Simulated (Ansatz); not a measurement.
Cost and result for the atomization energy of CH₅AlBClS, SMILES `[CH3][Al]([Cl])[BH]S` (10 atoms, 9 bonds).

Cartesian coordinates in Å:
```
C -0.007 -1.661 0.002
Al -0.741 0.041 -0.595
Cl -2.503 -0.029 -1.759
B 0.097 1.919 -0.086
S 1.390 2.032 1.110
H -0.364 -2.491 -0.611
H 1.088 -1.670 -0.014
H -0.311 -1.867 1.035
H -0.209 2.990 -0.518
H 1.559 0.735 1.435
```

Charge 0, multiplicity 1. The geometry is a stationary point of PBE0-D4/def2-TZVP. It is one conformer, not always the lowest. Program: Ansatz. All runs use 4 threads of an Arm Neoverse N1 on a shared host. Times are those of one run each, without the atoms' runs, and a repeat can differ threefold. Electronic energies, without spin–orbit coupling; frozen cores. CCSD(T)/CBS adds CCSD(T) − MP2 in def2-TZVPP to the MP2 limit, and its time is that of the two runs behind it. T1 = 0.013.

CCSD(T)/CBS is a level of theory with its own doubt, some kJ/mol a heavy atom from the limit and from the frozen cores, so smaller differences don't rank the functionals.

| level | functions | wall time |
| --- | --- | --- |
| LDA (SPW92)/def2-TZVPP | 258 | 2.5 s |
| revPBE-D4/def2-TZVPP | 258 | 3.5 s |
| BLYP-D4/def2-TZVPP | 258 | 4.1 s |
| PBE-D4/def2-TZVPP (with forces) | 258 | 4.4 s |
| BHLYP-D4/def2-TZVPP | 258 | 6.5 s |
| PBE0-D4/def2-TZVPP | 258 | 6.5 s |
| CCSD(T)/def2-SVP | 107 | 6.5 s |
| CAM-B3LYP-D4/def2-TZVPP | 258 | 7 s |
| r2SCAN-D4/def2-TZVPP (with forces) | 258 | 9 s |
| r2SCANh-D4/def2-TZVPP | 258 | 10 s |
| MP2/def2-QZVPP | 474 | 37 s |
| CCSD(T)/def2-TZVPP | 258 | 3.4 min |
| CCSD(T)/CBS(def2) | – | 4 min |

What atomization energy does each give, and how far from CCSD(T)/CBS? (An estimate is asked.)

The calculation gave: 
| level | atomization (kJ/mol) | difference from CCSD(T)/CBS | per bond |
| --- | --- | --- | --- |
| LDA (SPW92)/def2-TZVPP | 3832.5 | 436.0 | 48.4 |
| revPBE-D4/def2-TZVPP | 3372.2 | -24.3 | -2.7 |
| BLYP-D4/def2-TZVPP | 3363.8 | -32.7 | -3.6 |
| PBE-D4/def2-TZVPP (with forces) | 3447.9 | 51.4 | 5.7 |
| BHLYP-D4/def2-TZVPP | 3327.5 | -69.0 | -7.7 |
| PBE0-D4/def2-TZVPP | 3415.1 | 18.6 | 2.1 |
| CCSD(T)/def2-SVP | 3218.3 | -178.2 | -19.8 |
| CAM-B3LYP-D4/def2-TZVPP | 3397.3 | 0.8 | 0.1 |
| r2SCAN-D4/def2-TZVPP (with forces) | 3436.3 | 39.8 | 4.4 |
| r2SCANh-D4/def2-TZVPP | 3419.9 | 23.4 | 2.6 |
| MP2/def2-QZVPP | 3413.2 | 16.7 | 1.9 |
| CCSD(T)/def2-TZVPP | 3311.0 | -85.5 | -9.5 |
| CCSD(T)/CBS(def2) | 3396.5 | 0.0 | 0.0 |

In def2-TZVPP, CCSD(T) changes the Hartree–Fock value by +720.9 kJ/mol (the triples alone add +49.6 kJ/mol) and MP2 by +773.2 kJ/mol; breaking electron pairs costs correlation energy, which Hartree–Fock lacks. At CCSD(T), def2-SVP lies −178.3 kJ/mol from the extrapolated value and def2-TZVPP −85.5 kJ/mol: correlation converges slowly with the basis, and small sets miss more of it in the bonded molecule than in its fragments. From r2SCAN to r2SCAN0 (25 % exact exchange), in def2-TZVPP and without D4, the atomization energy moves by −40.9 kJ/mol: exact exchange takes away binding that semilocal exchange gives to molecules.
